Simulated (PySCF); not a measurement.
**Electric field gradients and quadrupole coupling constants**

Compound: C6H11NSi2.
Z-matrix (Å and degrees, PBE0-D3(BJ)/def2-SVP geometry), rows numbered from 1:
```
N 
Si  1  1.7378
Si  2  2.3473  1  106.51
C   2  1.8767  1  108.06  3   118.64
C   4  1.4034  2  120.03  1   -31.43
C   5  1.3936  4  120.78  2  -177.87
C   6  1.3948  5  120.00  4     0.35
C   7  1.3948  6  119.91  5    -0.21
C   8  1.3938  7  119.97  6    -0.06
H   1  1.0140  2  119.33  3    42.97
H   1  1.0155  2  118.96  3  -176.75
H   2  1.5054  1  116.57  3  -120.77
H   3  1.4996  2  111.28  1   -55.60
H   3  1.4965  2  110.47  1    64.42
H   3  1.4969  2  110.39  1  -175.45
H   5  1.0940  4  119.18  2     2.61
H   6  1.0930  5  119.97  4  -179.73
H   7  1.0929  6  120.06  5   179.94
H   8  1.0929  7  120.03  6  -179.75
H   9  1.0945  4  119.83  2    -2.85
```

Field gradients from the PBE0/pcSseg-1 density (PySCF, non-relativistic), principal values in atomic units, ordered |Vxx| ≤ |Vyy| ≤ |Vzz|:

| atom | Vxx | Vyy | Vzz |
| --- | --- | --- | --- |
| N1 | 0.3387 | 0.6084 | -0.9471 |

Problem. Find the asymmetry η = (Vxx − Vyy)/Vzz and the couplings χ = eQV/h (234.96 MHz × Q in barn × V in au), with Q(14N) = 0.02044 b.

Solution. 
```csv
atom,environment,nucleus,η,χzz (MHz),χxx (MHz),χyy (MHz)
N1,silicon-bound nitrogen,14N,0.28,-4.549,1.626,2.922
```

The tensor is traceless: Vxx + Vyy + Vzz = 0.

Problem. What is Vzz at N1 in SI units (1 au = 9.71736 × 10²¹ V/m²)?

Solution. -0.9471 au = -9.203 × 10²¹ V/m².

Problem. And the gradient at the other heavy atoms, for which no coupling is worked out here?

Solution. 
```tsv
atom	environment	Vzz (au)	η
Si2	SiH silicon	0.188	0.28
Si3	SiH3 silicon	-0.080	0.55
C4	substituted aromatic carbon	0.340	0.14
C5	aromatic CH carbon	0.345	0.05
C6	aromatic CH carbon	0.319	0.20
C7	aromatic CH carbon	0.333	0.19
C8	aromatic CH carbon	0.316	0.20
C9	aromatic CH carbon	0.330	0.15
```

Problem. What couplings would deuterons (Q(2H) = 0.00286 b) have in place of the hydrogens, at this geometry?

Solution. 
```csv
atom,bonded to,bond length (Å),Vzz (au),η,χzz (kHz)
H10,N1,1.014,0.4102,0.17,276
H11,N1,1.015,0.4067,0.17,273
H12,Si2,1.505,0.1323,0.03,89
H13,Si3,1.500,0.1397,0.01,94
H14,Si3,1.496,0.1414,0.02,95
H15,Si3,1.497,0.1410,0.01,95
H16,C5,1.094,0.2968,0.05,199
H17,C6,1.093,0.3036,0.06,204
H18,C7,1.093,0.3036,0.06,204
H19,C8,1.093,0.3037,0.06,204
H20,C9,1.095,0.2990,0.07,201
```

The structure is a single PBE0-D3(BJ)/def2-SVP conformer in the gas phase; no vibrational or solvent corrections. With so small a basis the couplings can be 20 % off.
